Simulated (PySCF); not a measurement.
CH8ClNSi2 (SMILES N[SiH2]C[SiH2]Cl), singlet, geometry from GFN2-xTB. Base run: M062X/6-31G in PySCF.

Here is a job for PySCF.
```python
from pyscf import gto, scf, dft, solvent

mol = gto.Mole()
mol.atom = '''
    Si    0.634732    0.683364   -0.539800
    Cl    2.602718    1.026189   -0.199011
    C     0.079101   -0.853986    0.409740
    Si   -1.768087   -1.307785    0.209357
    N    -2.882724   -0.068771    0.642494
    H    -0.079473    1.878561   -0.085334
    H     0.468453    0.517613   -1.982471
    H     0.683204   -1.705877    0.095294
    H     0.295120   -0.715464    1.471046
    H    -2.074534   -2.427032    1.102464
    H    -2.043375   -1.598326   -1.197159
    H    -2.948542    0.217262    1.605740
    H    -2.975617    0.735251    0.043901
'''
mol.basis = '6-31g'
mol.charge = 0
mol.spin = 0
mol.verbose = 4
mol.build()

mf = dft.RKS(mol)
mf.xc = 'm062x'
mf.kernel()
```

The base run was repeated with changes; each row names its change, and settings that it needs were set with it.

```json
[
 {"change": "base", "ΔE vs base (kcal/mol)": "0.000", "dipole (D)": "1.91", "HOMO-LUMO gap (eV)": "9.20"},
 {"change": "model = ddCOSMO; solvent = tetrahydrofuran", "ΔE vs base (kcal/mol)": "-5.01", "dipole (D)": "2.21", "HOMO-LUMO gap (eV)": "9.27"},
 {"change": "model = IEF-PCM; solvent = tetrahydrofuran; lebedev_order = 41", "ΔE vs base (kcal/mol)": "-5.60", "dipole (D)": "2.23", "HOMO-LUMO gap (eV)": "9.22"},
 {"change": "model = IEF-PCM; solvent = dichloromethane", "ΔE vs base (kcal/mol)": "___", "dipole (D)": "2.24", "HOMO-LUMO gap (eV)": "9.22"},
 {"change": "model = IEF-PCM; solvent = tetrahydrofuran; lebedev_order = 11", "ΔE vs base (kcal/mol)": "-5.43", "dipole (D)": "2.24", "HOMO-LUMO gap (eV)": "9.22"},
 {"change": "model = IEF-PCM; solvent = tetrahydrofuran; vdw_scale = 1.1", "ΔE vs base (kcal/mol)": "___", "dipole (D)": "___", "HOMO-LUMO gap (eV)": "9.27"},
 {"change": "model = IEF-PCM; solvent = tetrahydrofuran", "ΔE vs base (kcal/mol)": "-5.59", "dipole (D)": "2.23", "HOMO-LUMO gap (eV)": "9.22"},
 {"change": "model = IEF-PCM; solvent = tetrahydrofuran; vdw_scale = 1.4", "ΔE vs base (kcal/mol)": "-3.31", "dipole (D)": "2.18", "HOMO-LUMO gap (eV)": "9.17"},
 {"change": "model = COSMO; solvent = tetrahydrofuran", "ΔE vs base (kcal/mol)": "-5.61", "dipole (D)": "2.21", "HOMO-LUMO gap (eV)": "9.24"},
 {"change": "model = IEF-PCM; solvent = chloroform", "ΔE vs base (kcal/mol)": "-4.85", "dipole (D)": "2.19", "HOMO-LUMO gap (eV)": "9.21"},
 {"change": "model = IEF-PCM; solvent = methanol", "ΔE vs base (kcal/mol)": "___", "dipole (D)": "___", "HOMO-LUMO gap (eV)": "___"},
 {"change": "model = SS(V)PE; solvent = tetrahydrofuran", "ΔE vs base (kcal/mol)": "-5.50", "dipole (D)": "2.22", "HOMO-LUMO gap (eV)": "9.22"}
]
```

Q: Some entries are withheld; supply them.

A: 
- model = IEF-PCM; solvent = dichloromethane, ΔE vs base (kcal/mol): -5.82
- model = IEF-PCM; solvent = tetrahydrofuran; vdw_scale = 1.1, ΔE vs base (kcal/mol): -7.37
- model = IEF-PCM; solvent = tetrahydrofuran; vdw_scale = 1.1, dipole (D): 2.25
- model = IEF-PCM; solvent = methanol, ΔE vs base (kcal/mol): -6.72
- model = IEF-PCM; solvent = methanol, dipole (D): 2.28
- model = IEF-PCM; solvent = methanol, HOMO-LUMO gap (eV): 9.23

The base is the gas phase, so ΔE is the electrostatic part of solvation at a fixed geometry, without cavity and dispersion terms.
